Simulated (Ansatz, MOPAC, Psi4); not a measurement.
Intermolecular potential of H6Si2 ··· H4OSi (SMILES [SiH3][SiH3] and O[SiH3]). Monomers: optimised at B3LYP-D3(BJ) (def2-TZVP), held rigid. Orientation: a higher rigid-body minimum at GFN2-xTB. The monomers approach along the line of their centres of mass (distance R); nothing else relaxes.

Geometry at R = 3.85 Å (first 8 atoms: monomer A):
```
14

Si    -1.1657     0.1209    -0.0207
Si     1.1657    -0.1210     0.0207
H     -1.7610    -0.8010    -1.0185
H     -1.5322     1.5119    -0.3828
H     -1.7389    -0.1886     1.3118
H      1.5324    -1.5112     0.3853
H      1.7611     0.8029     1.0166
H      1.7386     0.1861    -1.3125
Si     0.3893    -2.8378    -2.9961
O     -0.1124    -1.2751    -3.1886
H      1.8546    -2.9187    -2.7747
H      0.0579    -3.6685    -4.1806
H     -0.3260    -3.3477    -1.8102
H      0.2453    -0.7637    -3.9179
```

Levels: PM3, restricted, heats of formation (MOPAC); HF/aug-cc-pVTZ, counterpoise-corrected (Psi4); SAPT0/jun-cc-pVDZ, frozen core (Psi4); CCSD(T)/aug-cc-pVDZ = Ansatz (an electronic-structure program) with CCSD(T) on RHF/aug-cc-pVDZ, frozen core, counterpoise-corrected.

Interaction energies in kJ/mol:

```tsv
R / Å	PM3	HF/aug-cc-pVTZ	SAPT0/jun-cc-pVDZ
3.49	12.67	20.04	4.33
3.66	9.69	12.19	-0.08
3.85	7.46	6.75	-2.58
4.08	5.59	3.07	-3.65
4.28	4.38	1.38	-3.71
4.53	3.22	0.33	-3.30
4.83	2.18	-0.16	-2.63
5.34	1.04	-0.30	-1.64
6.06	0.24	-0.20	-0.83
7.04	-0.16	-0.10	-0.36
8.31	-0.28	-0.05	-0.15
```

Task: Estimate the CCSD(T)/aug-cc-pVDZ values at these points.

Result: 3.49: 2.75; 3.66: -1.87; 3.85: -4.37; 4.08: -5.28; 4.28: -5.12; 4.53: -4.42; 4.83: -3.43; 5.34: -2.07; 6.06: -1.00; 7.04: -0.41; 8.31: -0.15 (kJ/mol).
